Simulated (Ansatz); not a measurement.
Consider the ligand exchange at a B–C bond: `C[B](Cl)[GeH3]` + HCl → `Cl[B](Cl)[GeH3]` + CH₄.

Gas-phase electronic energies from Ansatz, PBE0-D4/def2-TZVP geometries. CCSD(T)/CBS is the MP2 limit (def2-TZVPP, def2-QZVPP) plus CCSD(T) − MP2 in def2-TZVPP, frozen cores. This one scheme is used for every species. DFT in def2-TZVPP. HSE06 is defined as in plane-wave codes. For Ge outer-core shells are correlated without core-valence functions, which leaves a few kJ/mol of doubt a bond. Scalar relativity is left out up to krypton.

(1) Is it downhill or uphill in electronic energy at CCSD(T)/CBS, and by how much? (An estimate is asked.)

(2) What do these levels give: PBE-D4, HSE06-D4, revPBE, RPA@PBE/def2-TZVPP, MP2/CBS(def2), CCSD/CBS(def2)? (Best estimate.)

Largest T1 diagnostic among the species: 0.013.

Results:

(1) Ansatz gave: Downhill: ΔE = -19.9 kcal/mol.

(2) The calculation gave: PBE-D4 -20.7, HSE06-D4 -20.2, revPBE -21.1, RPA@PBE/def2-TZVPP -19.8, MP2/CBS(def2) -21.2, CCSD/CBS(def2) -19.4 kcal/mol.

From BLYP to BHLYP (50 % exact exchange), in def2-TZVPP and without D4, ΔE moves by +1.0 kcal/mol. At CCSD(T), def2-SVP lies −2.7 kcal/mol from the extrapolated value and def2-TZVPP +0.1 kcal/mol.
